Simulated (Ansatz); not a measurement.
`BC(F)[SiH2][SiH3]` + `O=CO[SiH3]` → `O=CO[SiH2][SiH3]` + `BC(F)[SiH3]`  (redistribution)

Gas-phase electronic energies from Ansatz, PBE0-D4/def2-TZVP geometries. CBS: MP2 limit from def2 TZ/QZ plus the TZ coupled-cluster correction, frozen cores. Functionals use def2-TZVPP. Each species was taken in one conformer, which may not be the lowest.

**Question.** Is it downhill or uphill in electronic energy at CCSD(T)/CBS, and by how much? (Best estimate.)

**Answer.** The calculation gave: Nearly level: ΔE = +2.0 kJ/mol.

**Question.** What do these levels give: PBE0-D4, ωB97X-V, B2PLYP, CCSD(T)/def2-TZVPP, HF/def2-QZVPP, MP2/def2-QZVPP? (Best estimate.)

**Answer.** Computed: PBE0-D4 2.9, ωB97X-V 0.3, B2PLYP 1.6, CCSD(T)/def2-TZVPP 2.7, HF/def2-QZVPP -2.3, MP2/def2-QZVPP 3.4 kJ/mol.

Largest T1 diagnostic among the species: 0.016.

In def2-TZVPP, CCSD(T) changes the Hartree–Fock value by +5.0 kJ/mol (the triples alone add +0.8 kJ/mol) and MP2 by +6.1 kJ/mol.
